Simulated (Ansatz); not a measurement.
Species: SiF2, charge 0, multiplicity 3. This is an excited triplet: at this geometry the singlet lies 3.07 eV lower at RI-MP2/CBS(aug-cc-pV(T+d)Z,aug-cc-pV(Q+d)Z)+[CCSD(T)-MP2]/aug-cc-pV(T+d)Z. SMILES: F[Si]F
Structure (B3LYP-D3(BJ)/def2-TZVP (Ansatz, a program for electronic structure) minimum search):
```xyz
3

Si     0.0011    -0.0027     0.4926
F      1.1125    -0.7543    -0.3897
F     -1.1142     0.7585    -0.3765
```
Charge 0, spin multiplicity 3.

Property: vertical singlet-triplet gap (E(singlet) - E(triplet); the singlet is one closed-shell determinant, which may describe it poorly; each state is the SCF solution reached for its spin; for the singlet the Hartree-Fock reference is unstable and T1 is 0.015), in eV. Cores are frozen in the correlated levels unless marked. Open shells are spin-unrestricted. No spin-orbit coupling. Non-relativistic. CBS marks a two-point X^-3 extrapolation of the correlation energy; Hartree-Fock from the larger set. The bracket is a focal-point correction in the basis named.

```
level                                                                      program  vertical singlet-triplet gap (eV)  minus last row
-------------------------------------------------------------------------  -------  ---------------------------------  --------------
HF/aug-cc-pV(T+d)Z                                                          Ansatz                              -1.99            1.08
B3LYP/def2-TZVPD                                                            Ansatz                              -3.03            0.04
PBE0/def2-TZVPD                                                             Ansatz                              -2.79            0.28
BHLYP/def2-TZVPD                                                            Ansatz                              -2.93            0.14
CAM-B3LYP/def2-TZVPD                                                        Ansatz                              -3.03            0.04
B2PLYP/def2-TZVPD                                                           Ansatz                              -3.01            0.06
MP2/aug-cc-pV(D+d)Z                                                         Ansatz                              -2.81            0.26
MP2/aug-cc-pV(T+d)Z                                                         Ansatz                              -2.86            0.21
RI-MP2/aug-cc-pV(T+d)Z                                                      Ansatz                              -2.86            0.21
RI-MP2/aug-cc-pV(Q+d)Z                                                      Ansatz                              -2.89            0.18
CCSD/aug-cc-pV(T+d)Z                                                        Ansatz                              -2.96            0.11
CCSD(T)/aug-cc-pV(D+d)Z                                                     Ansatz                              -3.00            0.07
CCSD(T)/aug-cc-pV(T+d)Z                                                     Ansatz                              -3.02            0.05
RI-MP2/CBS(aug-cc-pV(T+d)Z,aug-cc-pV(Q+d)Z)+[CCSD(T)-MP2]/aug-cc-pV(D+d)Z   Ansatz                              -3.11           -0.04
RI-MP2/CBS(aug-cc-pV(T+d)Z,aug-cc-pV(Q+d)Z)+[CCSD(T)-MP2]/aug-cc-pV(T+d)Z   Ansatz                              -3.07            0.00
```
